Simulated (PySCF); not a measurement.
Species: C₄H₁₁BS.
Numbering: `[CH3:1][S:2][BH:3][CH:4]([CH3:5])[CH3:6]` (hydrogens: H7, H8, H9 on C1; H10 on B3; H11 on C4; H12, H13, H14 on C5; H15, H16, H17 on C6)

Theory: TDDFT CAM-B3LYP/def2-SVPD, vertical, gas phase, core orbitals frozen in the response in PySCF 2.14.0, density-fitted response routines. One conformer (not necessarily the lowest) at the PBE0-D3(BJ)/def2-SVP geometry, without solvent, vibrations or thermal averaging. Torsions of this conformer, `[CH3:1][S:2][BH:3][CH:4]([CH3:5])[CH3:6]`: C1–S2–B3–C4 -3°, S2–B3–C4–C5 -90°.

Orbital energies (eV): HOMO-3 -11.05, HOMO-2 -10.31, HOMO-1 -9.43, HOMO -8.85, LUMO 0.36, LUMO+1 0.98, LUMO+2 1.52.

Lowest singlets, with some entries withheld (?).

```json
{"state": "S1", "λ (nm)": "208.7", "f": "0.0031", "main configurations (H = HOMO, L = LUMO)": "H-1→L (94%)"}
{"state": "S2", "λ (nm)": "202.5", "f": "0.185", "main configurations (H = HOMO, L = LUMO)": "H→L (93%)"}
{"state": "S3", "λ (nm)": "187.6", "f": "0.0025", "main configurations (H = HOMO, L = LUMO)": "H-2→L (63%), H→L+1 (18%)"}
{"state": "S4", "λ (nm)": "?", "f": "?", "main configurations (H = HOMO, L = LUMO)": "?"}
{"state": "S5", "λ (nm)": "169.7", "f": "0.058", "main configurations (H = HOMO, L = LUMO)": "H→L+2 (63%), H→L+5 (14%), H→L+1 (13%)"}
{"state": "S6", "λ (nm)": "163.0", "f": "0.041", "main configurations (H = HOMO, L = LUMO)": "H-1→L+1 (88%)"}
{"state": "S7", "λ (nm)": "155.5", "f": "0.0052", "main configurations (H = HOMO, L = LUMO)": "H→L+3 (38%), H→L+6 (11%), H-4→L (9%)"}
{"state": "S8", "λ (nm)": "154.7", "f": "0.0012", "main configurations (H = HOMO, L = LUMO)": "H-4→L (37%), H-3→L (29%), H→L+3 (14%)"}
{"state": "S9", "λ (nm)": "?", "f": "?", "main configurations (H = HOMO, L = LUMO)": "?"}
{"state": "S10", "λ (nm)": "152.1", "f": "0.023", "main configurations (H = HOMO, L = LUMO)": "H-5→L (60%), H-3→L (26%)"}
```

Question: Supply the missing values.

Answer: 
- S4: λ = 183.4 nm; f = 0.0013; H→L+1 (54%), H-2→L (25%)
- S9: λ = 153.1 nm; f = 0.037; H→L+4 (78%)

Question: What is the vertical ionisation energy by ΔSCF at this level?

Answer: 9.67 eV; −ε(HOMO) is 8.85 eV.

Question: What is the mean static polarisability from the same response equations?

Answer: 85.8 au (12.71 Å³), with principal values 73.5, 82.0 and 101.8 au.

Question: How far apart are S6 and S8, in eV and cm⁻¹?

Answer: 8.013 − 7.606 = 0.407 eV, or about 3280 cm⁻¹.
